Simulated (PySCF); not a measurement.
Run record for `C=Nc1cccc(O)c1`: PBE0/def2-SVPD, TDA, 12 singlets.

Method: TDA PBE0/def2-SVPD, vertical, gas phase, core orbitals frozen in the response (PySCF 2.14.0, density-fitted response routines). Geometry: GFN2-xTB. A driver script takes a list of jobs; this job's settings line and coordinates (Å) are shown.

Command:
```bash
OMP_NUM_THREADS=1 python probes_run.py task.json out
```

Input:
```
{"job": {"kind": "uv", "xc": "PBE0", "basis": "def2-SVPD", "nstates": 12, "ntriplets": 0, "tda": true}, "charge": 0, "multiplicity": 1}
C      2.921838     0.234304    -0.595667
N      1.777797     0.439622    -1.067334
C      0.610382     0.079885    -0.414989
C      0.434741    -1.176994     0.162960
C     -0.784598    -1.508773     0.724849
C     -1.828454    -0.604472     0.735487
C     -1.658866     0.651981     0.157460
O     -2.708304     1.516701     0.180357
C     -0.448549     0.986296    -0.428057
H      3.778044     0.502754    -1.198185
H      3.122375    -0.181664     0.396277
H      1.244859    -1.890899     0.139726
H     -0.921351    -2.484587     1.166821
H     -2.781269    -0.849257     1.175626
H     -2.464413     2.337044    -0.265273
H     -0.301831     1.957003    -0.881467
```

Output:
```
coarse grid: 14096 points
cycle   1  E = -400.0357454708  dE =  1.647e+00  |g| = 5.942e-01  |ddm| = 1.194e+01
cycle   2  E = -399.9830789449  dE =  5.267e-02  |g| = 7.991e-01  |ddm| = 4.015e+00
cycle   3  E = -400.1117676497  dE = -1.287e-01  |g| = 1.073e-01  |ddm| = 1.700e+00
cycle   4  E = -400.1139714010  dE = -2.204e-03  |g| = 4.180e-02  |ddm| = 3.338e-01
cycle   5  E = -400.1143185237  dE = -3.471e-04  |g| = 1.471e-02  |ddm| = 1.535e-01
cycle   6  E = -400.1143652071  dE = -4.668e-05  |g| = 5.062e-03  |ddm| = 6.630e-02
cycle   7  E = -400.1143708479  dE = -5.641e-06  |g| = 1.589e-03  |ddm| = 1.457e-02
final grid: 138264 points
cycle   8  E = -400.1744712004  dE = -3.720e-05  |g| = 9.547e-03  |ddm| = 2.879e-01
cycle   9  E = -400.1744392448  dE =  3.196e-05  |g| = 1.540e-02  |ddm| = 8.450e-02
cycle  10  E = -400.1744919527  dE = -5.271e-05  |g| = 2.061e-03  |ddm| = 4.554e-02
cycle  11  E = -400.1744929502  dE = -9.975e-07  |g| = 5.243e-04  |ddm| = 5.886e-03
cycle  12  E = -400.1744930093  dE = -5.909e-08  |g| = 1.527e-04  |ddm| = 1.913e-03
cycle  13  E = -400.1744930146  dE = -5.312e-09  |g| = 3.030e-05  |ddm| = 8.146e-04
cycle  14  E = -400.1744930147  dE = -1.475e-10  |g| = 1.620e-05  |ddm| = 1.974e-04
converged SCF energy = -400.1744930147

Static polarisability (au): isotropic 95.744, principal 56.272 97.380 133.581

Singlet excitations
state   eV       nm        f      main configurations
  1   4.2230    293.6   0.09548   H->L 0.64, H-1->L 0.16, H-2->L 0.13
  2   4.6040    269.3   0.01173   H-1->L 0.64, H->L 0.21, H->L+1 0.10
  3   5.4898    225.8   0.01778   H->L+1 0.52, H-2->L 0.25
  4   5.8211    213.0   0.13898   H-2->L 0.52, H-1->L 0.12, H->L+1 0.09
  5   6.0151    206.1   0.00068   H->L+2 0.69, H->L+3 0.16
  6   6.1138    202.8   0.00359   H-1->L+1 0.41, H->L+3 0.29, H-1->L+2 0.11
  7   6.4091    193.5   0.03034   H-1->L+2 0.36, H->L+4 0.21, H-1->L+3 0.17
  8   6.4912    191.0   0.04011   H-1->L+2 0.26, H->L+3 0.24, H->L+4 0.22
  9   6.5878    188.2   0.08358   H->L+4 0.48, H-2->L+1 0.19, H->L+3 0.11
 10   6.8423    181.2   0.42603   H-1->L+3 0.25, H-1->L+4 0.15, H-1->L+1 0.12
 11   6.9836    177.5   0.15388   H->L+5 0.55, H-1->L+4 0.21
 12   7.0688    175.4   0.05641   H-1->L+4 0.56, H->L+5 0.30
```

The SCF starts on a coarse grid where the log names one; the energy can jump when the final grid takes over, and dE then counts from the start density on the new grid. H and L stand for HOMO and LUMO; the number after each pair is its weight.

Q: Give the mean polarisability as a volume in Å³, and the ratio of the largest to the smallest principal value.

A: 95.744 au × 0.148185 = 14.19 Å³; 133.581/56.272 = 2.37.

Q: Which computed singlet has the largest oscillator strength, and what do all of them sum to?

A: State 10 at 6.84 eV (181 nm), f = 0.426; the 12 states sum to 1.059.

In short: SCF converged in 14 cycles with 239 basis and 862 fitting functions; HOMO -6.50 eV, LUMO -1.23 eV; lowest singlet 4.22 eV; mean polarisability 95.7 au.

The run took about 2 min of CPU time (with the writing of density and orbital grids) (one thread, shared machine).

Shape of the structure used: `[CH2:1]=[N:2][c:3]1[cH:4][cH:5][cH:6][c:7]([OH:8])[cH:9]1`: C1–N2–C3–C4 -47°, H–O8–C7–C6 -179°.

One conformer stands for the species.
